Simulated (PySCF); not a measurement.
## Two-dimensional NMR puzzle

Compound of formula C5H15NOSi. Correlations simulated from computed shifts and the bond graph:

HSQC (one-bond C–H):
```csv
δH,δC
3.61,68.0
2.57,39.6
1.13,27.2
```

COSY cross peaks (H two or three bonds apart, from the bond graph; peaks can be absent where the dihedral angle is near 90°):
```csv
δH,δH
3.61,1.13
```

HMBC (two and three bonds, from the bond graph):
```csv
δH,δC
4.59,"68.0, 39.6"
3.61,27.2
2.57,39.6
1.13,"68.0, 27.2"
```

Non-relativistic Hamiltonian, no solvent, rapidly exchanging positions averaged, single conformer. Coordinates at the PBE0-D3(BJ)/def2-SVP level; NMR shieldings at PBE0/pcSseg-1/GIAO; PySCF 2.14.

Referencing at the same level of theory: ¹H and ¹³C against TMS.

Exchangeable hydrogens are left out of these lists.

Task: Assemble the structure.

Result: `C(C)(C)O[SiH2]N(C)C`.

Numbering as in the mapped SMILES `[CH3:1][CH:2]([CH3:3])[O:4][SiH2:5][N:6]([CH3:7])[CH3:8]`. Hydrogens are named by the atom that carries them.

- δC 68.0 is C2, an sp3 CH bonded to O (δH 3.61).
- δC 39.6 is C7/C8, a methyl carbon bonded to N (δH 2.57).
- δC 27.2 is C1/C3, a methyl carbon (δH 1.13).
- COSY links 3.61–1.13.

This is the structure that produced the data.

Shifts are as computed. Against solution values, carbons near 30 ppm lie about +2 ppm off and those near 130 ppm about +5 ppm. Of 1309 compounds with measured shifts, 239 miss one by over three times the rms of a fit or turn the order of signals round; such compounds aren't used in these exercises.
